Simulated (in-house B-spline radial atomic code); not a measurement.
The numbers below are computed, except where a source is named.
## Two electrons in Ge: a spherical dot of radius 25.3 nm with hard walls with an ionised donor at its centre

For Ge the NSM archive of the Ioffe Institute lists m_l = 1.6 m0, m_t = 0.08 m0 and ε = 16.2; the model takes one isotropic valley with the conductivity mass 3/(1/m_l + 2/m_t) = 0.117 m0, and so misses anisotropy and the other valleys. All triplets below are those of one valley; with several valleys two electrons can form a triplet in the 1s orbital itself, at an energy set by the valley splitting. Real donors also feel a central-cell potential, which shifts the ground state.

Effective-mass model with parabolic bands, a uniform dielectric constant, no image charges, no central-cell or spin-orbit terms. Two-electron levels come from full CI in B-splines with partial waves to l = 5 (up to 0.001 effective hartree above the limit).

Question: What are the effective units, and what is the potential in them?

Answer: Ha* = 27211.386 meV × 0.117/16.2² = 12.13 meV and a* = 0.0529177 nm × 16.2/0.117 = 7.327 nm. The radius is R = 3.45 a*, with −1/r added.

In these units the lowest s and p orbitals lie at -0.461562 and 0.287654, and their Coulomb and exchange integrals are J_ss = 0.729033, J_sp = 0.536420 and K_sp = 0.09002. Full CI gives -0.281885 for the ground singlet, 0.254204 for the sp triplet, 0.396434 for the sp singlet and 0.712474 for the lowest triplet of two s orbitals.

Question: What does it cost to add the second electron, to first order and exactly?

Answer: To first order E = 2ε_s + J_ss = -0.194092, so the charging energy E(2) − 2E(1) is J_ss = 8.844 meV. CI gives -0.281885 − 2 × (-0.461562) = 0.641240, or 7.779 meV: relaxation and correlation lower it by 1.065 meV, 12.0 % of J_ss. The s² configuration of one-electron orbitals holds 94.8 % of the state, and the mean radius is 10.4 nm.

Question: How far above the singlet do the triplets lie?

Answer: To first order the sp triplet lies at ε_s + ε_p + J_sp − K_sp = 0.272491, which is 5.66 meV above 2ε_s + J_ss. CI gives 0.254204 − (-0.281885) = 0.536088, or 6.503 meV, 72 % of the orbital spacing of 9.089 meV. The ss triplet lies 12.06 meV up, so the lower of the two is the sp one, and its gap equals k_BT at 75.5 K. The sp singlet-triplet splitting is 1.725 meV, against 2K_sp = 2.184 meV.
